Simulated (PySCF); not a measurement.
Ionisation energy of Al⁺ by level of theory

Al⁺ [Ne] 3s2 (1S) → Al²⁺ [Ne] 3s1 (2S), as a difference of total energies. All numbers are calculated (PySCF 2.14, scalar relativity by spin-free X2C-1e, in x2c-QZVPPall (9s6p4d2f1g, 70 functions)). Correlated levels: valence: [Ne] frozen. The calculations carry no spin-orbit coupling.

```
           method  ionisation energy (eV)
              UHF                  17.551
    MP2 (valence)                  18.350
SCS-MP2 (valence)                  18.510
   CCSD (valence)                  18.646
```

Errors of the correlated levels include the incompleteness of this basis and the frozen core.

With two correlated electrons CCSD is exact in that space.

Task: Which method comes closest to the reference value, and which is furthest?

Result: The reference is 18.829 eV (measured; NIST Atomic Spectra Database, ionization energies). Closest: CCSD (valence) (error -0.183 eV); furthest: UHF (error -1.278 eV).
